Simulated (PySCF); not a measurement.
Here is a job for PySCF.
```python
from pyscf import gto, scf, dft

mol = gto.Mole()
mol.atom = '''
    Si    1.70772112    0.13267977   -0.51362536
    C     2.76445370   -1.22629661   -1.44949012
    C     2.24202776   -0.04935417    1.30244106
    Si   -0.53488457   -0.23659444   -0.77263099
    Si   -1.87711730    0.49801724    0.90584756
    N    -3.54939570    0.62268268    0.65057749
    H     2.21334610    1.44736609   -1.00066636
    H     3.81872292   -1.08920656   -1.27705959
    H     2.55314397   -1.16174184   -2.48125219
    H     2.51946307   -2.21667512   -1.11373350
    H     3.30158500    0.11787265    1.49834966
    H     1.67615036    0.66279902    1.92554625
    H     1.95257787   -1.04059041    1.73226333
    H    -0.80192485   -1.68222973   -0.94282023
    H    -0.99795003    0.33869649   -2.03266783
    H    -1.60504574    1.84242247    1.29016606
    H    -1.77679035   -0.29195315    2.21631077
    H    -4.08868522   -0.31358306    0.58320562
    H    -3.95716305    1.28908432   -0.02090443
'''
mol.basis = 'sto-3g'
mol.verbose = 3
mol.build()

mf = dft.RKS(mol)
mf.xc = 'pbe0'
mf.kernel()
g = mf.nuc_grad_method()
grad = g.kernel()
```

Question: What is the computed HOMO energy (PBE0/STO-3G, gradient (PySCF))?

Answer: -3.34 eV

Question: Give the Mulliken (on the basis functions themselves) charges in atom order at the level PBE0/STO-3G, gradient.

Answer: Si1 0.50, C2 -0.40, C3 -0.39, Si4 0.21, Si5 0.54, N6 -0.56, H7 -0.12, H8 0.07, H9 0.07, H10 0.07, H11 0.07, H12 0.06, H13 0.06, H14 -0.12, H15 -0.12, H16 -0.13, H17 -0.12, H18 0.14, H19 0.16

Question: Predict the HOMO-LUMO gap from PBE0/STO-3G, gradient.

Answer: 8.75 eV

Question: What is the computed nuclear repulsion energy (PBE0/STO-3G, gradient)?

Answer: 433.4886 Eh
